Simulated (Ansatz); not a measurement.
Mulliken charges of BrClH₂OSn, SMILES `[OH][SnH]([Cl])[Br]` from ωB97M-V/def2-TZVPP in Ansatz (PBE0-D4/def2-TZVP geometry).

| atom | x (Å) | y (Å) | z (Å) | charge (e) |
| --- | --- | --- | --- | --- |
| O1 | 0.218 | 1.299 | -0.894 | -0.506 |
| Sn2 | 0.032 | -0.085 | 0.453 | 0.962 |
| Cl3 | 1.614 | -1.717 | 0.026 | -0.316 |
| Br4 | -2.165 | -1.157 | 0.186 | -0.284 |
| H5 | 0.093 | 0.982 | -1.793 | 0.184 |
| H6 | 0.249 | 0.614 | 1.975 | -0.041 |

By hand: the dipole of these point charges (1 e Å = 4.8032 D).

Σ q r = (0.032, 0.288, 0.416) e Å, of length 0.507 e Å = 2.44 D.

How does the dipole of the full density compare? (Estimate.)

The calculation gave: (-0.026, 0.140, 0.090) e Å, 0.81 D; the point charges give 3.01 times that, at 26° from its direction.

Point charges leave out the atoms' own dipoles, such as those of lone pairs, and Mulliken's split depends on the basis, so the two needn't agree.
